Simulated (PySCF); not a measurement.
NiO, SMILES [O]=[Ni] (connectivity only; charge and spin as stated), neutral, multiplicity 3.

Coordinates come from a PBE0-D3(BJ)/def2-TZVPD optimisation. The multiplicity is an assumed one; other spin states were not compared.

Two levels are set side by side: PBE/def2-TZVPD (PySCF) and M06-2X/def2-TZVPD (PySCF). Same geometry, gas phase. Differences are taken from unrounded values.

```tsv
quantity	M06-2X	PBE	PBE minus M06-2X
α-spin orbital gap (eV)	6.37	2.11	-4.26
β-spin orbital gap (eV)	5.74	0.90	-4.84
dipole moment (D)	5.73	3.87	-1.86
mean polarisability (bohr³)	50.3	38.9	-11.4
```

Rough cost on one machine, each run with all the roots and properties that it gave: M06-2X against PBE about 8 times.
